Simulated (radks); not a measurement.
Values are calculated unless marked as measured or tabulated.
V2.625+, 20.375 electrons, occupied as [Ar] 3d2.375 (fractional occupations, a model configuration). Level of theory: Dirac Kohn-Sham, LDA (Slater exchange, Perdew-Wang correlation), spin-unpolarised, spherical densities, point nucleus; open shells are shared between the two j in proportion to 2j + 1 (a radial shooting solver on a logarithmic mesh with Libxc functionals).

Unscreened Slater integrals over Kohn-Sham orbitals (eV). Large and small components are both included.

integral          value
F0(3d5/2,3d5/2)  20.475
F2(3d5/2,3d5/2)  9.5373
F4(3d5/2,3d5/2)  5.9455
F0(3d5/2,3d3/2)  20.500
F2(3d5/2,3d3/2)  9.5480
G2(3d5/2,3d3/2)  9.5431
G4(3d5/2,3d3/2)  5.9491
F0(3d5/2,3p3/2)  22.210
F2(3d5/2,3p3/2)  10.532
G1(3d5/2,3p3/2)  13.118
G3(3d5/2,3p3/2)  7.9294
F0(3d5/2,3p1/2)  22.289
G3(3d5/2,3p1/2)  7.9490
F0(3d3/2,3d3/2)  20.525
F2(3d3/2,3d3/2)  9.5588
F0(3d3/2,3p3/2)  22.241
F2(3d3/2,3p3/2)  10.547
G1(3d3/2,3p3/2)  13.133
G3(3d3/2,3p3/2)  7.9387
F0(3d3/2,3p1/2)  22.320
G1(3d3/2,3p1/2)  13.182
F0(3p3/2,3p3/2)  24.441
F2(3p3/2,3p3/2)  12.242
F0(3p3/2,3p1/2)  24.539
G2(3p3/2,3p1/2)  12.284
F0(3p1/2,3p1/2)  24.639
